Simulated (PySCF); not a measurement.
SbCl4, SMILES [Cl][Sb+]([Cl])([Cl])[Cl], charge +1. Atoms are numbered in the order given.

```xyz
5

Sb     0.0000     0.0000     0.0000
Cl     1.3168     1.3168    -1.3168
Cl    -1.3168     1.3168     1.3168
Cl    -1.3168    -1.3168    -1.3168
Cl     1.3168    -1.3168     1.3168
```
Charge +1, spin multiplicity 1.

The structure is a stationary point at r2SCAN-D4/def2-SVP. The multiplicity is an assumed one; no other spin state was optimised. The isomer is the one that the SMILES or the coordinates give; other isomers of the formula were not compared. The def2 effective core potentials stand for the cores of Sb; spin–orbit coupling is left out.

Level of theory: C-PCM-M06-2X/def2-SVP (PySCF).

The values are the electrostatic part of the solvation free energy, E(continuum) − E(gas) at the gas-phase geometry, in a cavity of scaled van der Waals radii (PySCF's table); cavitation and dispersion terms are not included. A continuum can't describe solvent molecules that bind to the metal. In vacuum the orbital gap is 7.70 eV.

Computed values in water (ε = 78.36), N,N-dimethylformamide (ε = 37.22), cyclohexanone (ε = 15.62):
```tsv
solvent	ε	ΔG(elec) (kcal/mol)	gap (eV)
water	78.36	-56.2	7.69
N,N-dimethylformamide	37.22	-55.4	7.69
cyclohexanone	15.62	-53.2	7.69
```
